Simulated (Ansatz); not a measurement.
```yaml
crystal:
  periodic: [false, false, false]
  atoms:
    - {symbol: Ge, position_ang: [0.165241, 0.928309, 0.329397]}
    - {symbol: C, position_ang: [0.454287, 1.264982, 2.232199]}
    - {symbol: C, position_ang: [-0.394818, 0.817628, 3.176330]}
    - {symbol: H, position_ang: [1.327310, 1.874027, 2.530743]}
    - {symbol: H, position_ang: [-1.282401, 0.219379, 2.905001]}
    - {symbol: H, position_ang: [-0.248101, 1.032258, 4.249938]}
    - {symbol: C, position_ang: [1.871982, 0.507240, -0.538573]}
    - {symbol: C, position_ang: [2.970547, 0.127406, 0.143838]}
    - {symbol: H, position_ang: [1.909793, 0.508761, -1.644287]}
    - {symbol: H, position_ang: [2.990604, 0.102154, 1.248514]}
    - {symbol: H, position_ang: [3.904161, -0.176184, -0.362549]}
    - {symbol: C, position_ang: [-0.700525, 2.427026, -0.572908]}
    - {symbol: C, position_ang: [-0.086700, 3.201525, -1.487648]}
    - {symbol: H, position_ang: [-1.742417, 2.658137, -0.284232]}
    - {symbol: H, position_ang: [0.956678, 3.020709, -1.801595]}
    - {symbol: H, position_ang: [-0.592751, 4.060581, -1.963280]}
    - {symbol: N, position_ang: [-1.049525, -0.495729, 0.260533]}
    - {symbol: C, position_ang: [-1.756529, -0.762861, -0.992571]}
    - {symbol: C, position_ang: [-0.917707, -1.835784, -1.736595]}
    - {symbol: C, position_ang: [-0.150398, -2.567867, -0.600465]}
    - {symbol: C, position_ang: [-0.572113, -1.813503, 0.691199]}
    - {symbol: H, position_ang: [-1.908114, 0.165878, -1.579662]}
    - {symbol: H, position_ang: [-2.769890, -1.173511, -0.760716]}
    - {symbol: H, position_ang: [-0.209412, -1.347474, -2.437970]}
    - {symbol: H, position_ang: [-1.550745, -2.519176, -2.338594]}
    - {symbol: H, position_ang: [-0.400558, -3.646402, -0.544601]}
    - {symbol: H, position_ang: [0.945498, -2.491252, -0.750200]}
    - {symbol: H, position_ang: [-1.408876, -2.359309, 1.191813]}
    - {symbol: H, position_ang: [0.245478, -1.726927, 1.436908]}
basis:
  gaussian: {orbitals: def2-TZVP}
magnetization: {spin_polarized: true, initial_magnetization: 2}
hamiltonian: {xc: pbe0, dispersion: d4}
scf: {omitted_lower_state_checks: [starts]}
output: {orbitals: {seedname: orbitals}}
```

```sh
$ ansatz run in.yaml --threads 4 --pin off --events-out ev --progress --plain --max-ram 6963MiB
```

(1) Does this run fit into the memory that it is given?

Results:

(1) No. It has 491 basis functions, and Ansatz plans for 8 GiB where 7 GiB are given.
